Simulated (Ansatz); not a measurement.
```yaml
crystal:
  periodic: [false, false, false]
  atoms:
    - {symbol: F, position_ang: [-2.390568, 0.114497, 0.647041]}
    - {symbol: Al, position_ang: [-0.947070, 0.709681, 0.539019]}
    - {symbol: C, position_ang: [0.498742, -0.847065, 0.251329]}
    - {symbol: Cl, position_ang: [0.109562, -2.495389, 0.442594]}
    - {symbol: Se, position_ang: [0.245486, -0.060424, -1.766795]}
    - {symbol: H, position_ang: [-0.502043, 2.146273, 1.049766]}
    - {symbol: H, position_ang: [1.582164, -0.574618, 0.385344]}
    - {symbol: H, position_ang: [1.455386, 1.102272, -1.498078]}
basis:
  gaussian: {orbitals: def2-TZVP}
total_charge: 1
magnetization: {spin_polarized: true, initial_magnetization: 1}
hamiltonian: {xc: {name: HF}}
relax: {f_tol: 0.001, max_steps: 2}
```

```sh
$ ansatz run in.yaml --threads 4 --pin off --events-out ev --progress --plain --max-ram 10444MiB
```

It prints (some lines left out):

```
Functional definition: HF
1690 factors; their error is unknown
mean field evaluation 1: about -88160.4931 eV, gradient 3.6e1 eV
mean field evaluation 2: about -88163.8946 eV, gradient 2.5e1 eV
mean field evaluation 4: about -88165.8646 eV, gradient 1.6e0 eV
mean field evaluation 8: about -88166.0347 eV, gradient 3.8e-1 eV
mean field evaluation 16: about -88168.0427 eV, gradient 1.5e-1 eV
mean field evaluation 32: about -88168.0262 eV, gradient 4.4e-1 eV
mean field evaluation 96: about -88167.5145 eV, gradient 1.6e0 eV
mean field evaluation 128: about -88165.8651 eV, gradient 1.6e0 eV
mean field -88168.04305212 eV, -3240.1158197194 hartree, gradient 3.2e-5 eV, S^2 0.796458; 0 other end points of the search recorded, 0 dependent functions left out
reference -88168.04305212 eV, -3240.1158197194 hartree; 41, 40 occupied and 161, 162 virtual orbitals, 1690 factors
relax step   1: F+E_penalty+E_count = -88168.04305212 eV  Δ(F+E_penalty+E_count) = +0.000e0 eV  max|allowed force component| = 2.439e0 eV/Å  Δτ_max = 0.0000 Å  (196 SCF iters, accepted)
1690 factors; their error is unknown
mean field -88169.04142478 eV, -3240.1525092379 hartree, gradient 2.3e-5 eV, S^2 0.779150; 0 other end points of the search recorded, 0 dependent functions left out
reference -88169.04142478 eV, -3240.1525092379 hartree; 41, 40 occupied and 161, 162 virtual orbitals, 1690 factors
relax step   2: F+E_penalty+E_count = -88169.04142478 eV  Δ(F+E_penalty+E_count) = -9.984e-1 eV  max|allowed force component| = 2.167e0 eV/Å  Δτ_max = 0.1922 Å  (54 SCF iters, accepted)
Error: geometry relaxation did not converge after 2 steps: max|allowed force component| = 2.17e0 eV/Å (threshold 1.0e-3). Raise `relax.max_steps` over both its present limit and 2, loosen `relax.f_tol`, or start from a geometry closer to equilibrium. Where this run's directory can be resumed (`checkpoint.write`), a resume goes on for up to `relax.max_steps` more
```

(1) Something in this input is off. What?

Results:

(1) The relaxation is allowed too few steps for its threshold. The run did not converge.
